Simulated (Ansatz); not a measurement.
Diatomic ZrAl, multiplicity 4 (lowest of 2S+1 = 2, 4, 6 at CCSD(T)/def2-TZVPP on PBE0 minima; our sources give no spin for the ground state, which may be another). No spin–orbit coupling. The T1 diagnostic near the minimum is 0.071, so single-reference values are doubtful.

Seven points along R, fitted to fifth degree in 1/R; most abundant isotopes. Runs in def2 and cc sets follow the lowest solution found near the PBE0 minimum.

Run with Ansatz (Gaussian orbitals). Each number belongs to the level named beside it. In def2 rows elements past Kr take small-core potentials, without spin–orbit coupling.

**Question.** What bond length and harmonic frequency does CAM-B3LYP/def2-TZVPP give?

**Answer.** r_e = 2.690 Å, ω_e = 271 cm⁻¹.

**Question.** What bond length and harmonic frequency does wB97X-V/def2-TZVPP give?

**Answer.** r_e = 2.686 Å, ω_e = 278 cm⁻¹.

**Question.** What bond length and harmonic frequency does wB97M-V/def2-TZVPP give?

**Answer.** r_e = 2.688 Å, ω_e = 277 cm⁻¹.

Doubts at one or more of the structures used: a spin-contaminated determinant (CAM-B3LYP/def2-TZVPP, wB97X-V/def2-TZVPP).

Ansatz is a quantum-chemistry and plane-wave program.
